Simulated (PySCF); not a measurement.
Electron correlation in Si (silicon, neutral)

[Ne] 3s1 3p3, high-spin 5S determinant (an excited configuration). Calculation: PySCF 2.14, in x2c-TZVPPall (5s5p3d1f, 42 functions); scalar relativity by spin-free X2C-1e. Frozen: [Ne]; 4 electrons correlated.

```
  level  correlation energy (mhartree)
   CCSD                         -29.76
    (T)                          -0.51
CCSD(T)                         -30.27
  CCSDT                         -30.45
```

Diagnostics: T1 = 0.0020, D1 = 0.0051, largest double amplitude 0.069.

Cost of the coupled-cluster step: about 0.8 core-seconds, for 4 correlated electrons.
